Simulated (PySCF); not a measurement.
## Identify the compound

The spectra below were simulated for a compound C₆H₂F₂O₃.

1H NMR (400 MHz, computed): δ 7.74 (m, 2H).

13C{1H} NMR (computed): δ 154.4 (C), 151.2 (C), 132.6 (CH).

[PySCF 2.14.0 with density-fitted response routines: GIAO PBE0/pcSseg-1 shieldings; structure optimised with GFN2-xTB; one averaged value for each set of equivalent atoms; non-relativistic; single conformer; no solvent]

Referencing at the same level of theory: 1H (σ = 31.72 ppm), 13C (σ = 186.93 ppm) vs TMS.

**Question.** What is the structure?

**Answer.** 
The formula gives 5 degrees of unsaturation (1 ring in the answer). 3 carbon signals for 6 carbons: some carbons are equivalent by symmetry or fast rotation. Carbon types of the structure: 4 × C, 2 × CH, which accounts for all hydrogens. δC 154.4: carbonyl carbon. δC 151.2: substituted aromatic carbon next to the ring oxygen. δC 132.6: aromatic CH; the aromatic region. δH 7.74: hydrogen on an aromatic CH; ring current plus the deshielding of an ortho carbonyl group.

These data were computed for SMILES O=C(F)c1ccc(C(=O)F)o1.

The shifts were computed for this structure.

Splittings by 19F in the carbon and heteronuclear signals aren't shown, as no couplings were computed. Shifts are as computed. Against solution values, carbons near 30 ppm lie about +3 ppm off and those near 130 ppm about +5 ppm. Of 1211 compounds with measured shifts, 218 miss one by over three times the rms of a fit or turn the order of signals round; such compounds aren't used in these exercises.
